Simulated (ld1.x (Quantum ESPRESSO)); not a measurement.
Building the TM potential for lithium (BLYP, scalar-relativistic).

The input file (ld1.x (Quantum ESPRESSO) 7.5):

```
&input
   title='Li', zed=3., rel=1, dft='BLYP', iswitch=3,
   config='[He] 2s0 2p1',
   nld=2, rlderiv=4.55, eminld=-6.0, emaxld=5.0, deld=0.02
 /
 &inputp
   pseudotype=2, tm=.true., lloc=1,
   nlcc=.false.,
   file_pseudopw='Li.UPF', file_wfcaegen='ae.wfc', file_wfcncgen='nc.wfc', file_beta='beta', file_chi='chi'
 /
2
1S  1  0   2.00   0.00  0.70  0.70  0.0
2P  2  1   1.00   0.00  4.20  4.20  0.0
 &test
   configts(1)='1s2 2s0 2p1'
 /
```

Command:

```bash
ld1.x < Li.in > Li.out
```

The program printed (shortened: banner, matrices, multipoles, cross overlaps and the repeated all-electron block are left out):

```
Program LD1 v.7.5
     --------------------------- All-electron run ----------------------------

     Li
     scalar relativistic calculation

     atomic number is  3.00
     dft =BLYP   lsd =0 sic =0 latt =0  beta=0.20 tr2=1.0E-14
     Exchange-correlation= BLYP
                           (   1   3   1   3   0   0   0)
     mesh =1017 r(mesh) =  99.62247 a.u. xmin = -7.00 dx = 0.01250
     1 Ry =  13.60569312 eV, c = 137.03599908

     n l     nl                  e(Ry)          e(Ha)          e(eV)
     1 0     1S 1( 2.00)        -3.9304        -1.9652       -53.4752
     2 0     2S 1( 0.00)        -0.2393        -0.1197        -3.2559
     2 1     2P 1( 1.00)        -0.1053        -0.0527        -1.4329

     final scf error:  8.8E-15 reached in  20 iterations

     Etot =     -14.819828 Ry,      -7.409914 Ha,    -201.634036 eV

     Ekin =      14.739600 Ry,       7.369800 Ha,     200.542471 eV
     Encl =     -33.822498 Ry,     -16.911249 Ha,    -460.178535 eV
     Eh   =       7.829211 Ry,       3.914606 Ha,     106.521846 eV
     Exc  =      -3.566141 Ry,      -1.783070 Ha,     -48.519818 eV

     normalization and overlap integrals

     s(1S/1S) =  1.000000  <r> =   0.5806  <r2> =    0.4638  r(max) =   0.3593
     s(2S/2S) =  1.000000  <r> =   3.7852  <r2> =   17.1903  r(max) =   2.9710
     s(2P/2P) =  1.000000  <r> =   4.8190  <r2> =   28.9797  r(max) =   3.6744

     ------------------------ End of All-electron run ------------------------

     --------------------- Generating NC pseudopotential ---------------------

      Generating local pot.: lloc=1, matching radius rcloc =   4.2000

      Wfc   1S  rcut= 0.706  Using Troullier-Martins method

       Warning: n=1, l=0 expected 0 nodes, found 1
       Setting wfc to zero for this iteration
       (This warning will only be printed once per wavefunction)

     ------------------- End of pseudopotential generation -------------------

     Computing logarithmic derivative in   4.57294
     Computing logarithmic derivative in   4.57294
     Computing the partial wave expansion
     R is outside the sphere for l=    0 j= 0.00
       no projector for channel:   1

     ---------------------- Testing the pseudopotential ----------------------

     Li
     scalar relativistic calculation

     atomic number is  3.00   valence charge is  3.00
     dft =BLYP   lsd =0 sic =0 latt =0  beta=0.20 tr2=1.0E-14
     mesh =1017 r(mesh) =  99.62247 xmin = -7.00 dx = 0.01250

     n l     nl             e AE (Ry)        e PS (Ry)    De AE-PS (Ry)
     1 0     1S   1( 2.00)       -3.93036       -3.93039        0.00003
     2 0     2S   1( 0.00)       -0.23930       -0.25779        0.01849  !
     2 1     2P   1( 1.00)       -0.10532       -0.10532        0.00000

     eps = 4.6E-15  iter = 10

     Etot =     -14.819828 Ry,      -7.409914 Ha,    -201.634036 eV
     Etotps =   -14.711421 Ry,      -7.355711 Ha,    -200.159084 eV

     Ekin =      13.313440 Ry,       6.656720 Ha,     181.138585 eV
     Encl =     -14.737354 Ry,      -7.368677 Ha,    -200.511915 eV
     Ehrt =       7.707333 Ry,       3.853666 Ha,     104.863604 eV
     Ecxc =      -3.482003 Ry,      -1.741001 Ha,     -47.375061 eV
     Epseu=     -17.512838 Ry,      -8.756419 Ha,    -238.274298 eV

     ---------------------- End of pseudopotential test ----------------------
```

Generation and configuration tests took about 0.48 s on one core of a shared server CPU.
